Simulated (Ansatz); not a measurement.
A structure relaxed at r2SCAN-D4/def2-SVP in Ansatz, charge 0, singlet:

```xyz
26

Si    0.000   -0.317   -1.725
C     0.001   -0.648   -3.528
O    -1.541   -0.198   -1.072
Si   -1.654    0.105    0.575
C    -3.382    0.214    1.176
O    -0.772    1.510    0.830
Si    0.826    1.515    0.316
C     1.689    3.097    0.647
O     0.770    1.116   -1.313
O     1.541    0.198    1.072
Si    0.828   -1.302    0.834
C     1.692   -2.663    1.705
O     0.772   -1.509   -0.831
O    -0.770   -1.116    1.313
H     1.032   -0.718   -3.905
H    -0.514    0.162   -4.067
H    -0.516   -1.595   -3.745
H    -3.902   -0.744    1.025
H    -3.929    0.998    0.631
H    -3.401    0.456    2.249
H     1.192    3.924    0.117
H     2.734    3.043    0.308
H     1.683    3.320    1.725
H     2.732   -2.746    1.353
H     1.184   -3.622    1.520
H     1.705   -2.479    2.790
```

Give its formula, name or SMILES.

(MeSi)4O6 adamantane (C4H12O6Si4).

Summarise the bond lengths by kind (pairs closer than 1.2 times the sum of covalent radii, bridged metal pairs left out).

12 × O–Si 1.68 Å; 4 × C–Si 1.83 Å; 12 × C–H 1.10 Å.
